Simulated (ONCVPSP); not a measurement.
Transferability test, ONCV potential for gold (Au)

| Quantity | Value |
| --- | --- |
| Element | gold |
| Generator | ONCVPSP 4.0.1 |
| Type | optimised norm-conserving Vanderbilt (ONCV) |
| Functional | PBE |
| Relativity | scalar-relativistic |
| Frozen core | [Kr] 4d10 4f14 |
| Valence charge | 19 |
| Reference configuration | 5s2 5p6 5d10 6s1 |
| Partial waves | 5s+6s: rc 1.75 bohr, ncon 4, nbas 7, qcut 8.1 1/bohr, 2 projectors; 5p: rc 1.15 bohr, ncon 4, nbas 7, qcut 8 1/bohr, 1 projector; 5d: rc 2.35 bohr, ncon 4, nbas 9, qcut 7.8 1/bohr, 2 projectors, debl 3.2 Ha |
| Local potential | polynomial inside 1.10 bohr (lpopt 5, dvloc0 2 Ha) |
| Core correction | polynomial model core, fcfact 0.6 |

Energies are relative to the spin-unpolarised reference configuration 5s2 5p6 5d10 6s1; without spin polarisation the order of configurations can differ from experiment.

(1) Give the all-electron excitation energy and the error of the potential for: 5s2 5p6 5d10 6s0; 5s2 5p6 5d9 6s0; 5s2 5p6 5d8 6s0; 5s1 5p6 5d10 6s1.

Levels in the configuration 5s2 5p6 5d9 6s0:

```csv
level,all-electron (eV),pseudo (eV)
5s,-130.007,-130.064
5p,-81.296,-81.310
5d,-27.334,-27.332
```

Answers

(1)

| valence configuration | charge | ΔE all-electron (eV) | error AE − PS (meV) |
| --- | --- | --- | --- |
| 5s2 5p6 5d10 6s0 | +1 | 9.409 | -5.8 |
| 5s2 5p6 5d9 6s0 | +2 | 30.617 | -9.4 |
| 5s2 5p6 5d8 6s0 | +3 | 64.495 | -6.9 |
| 5s1 5p6 5d10 6s1 | +1 | 115.232 | -756 |
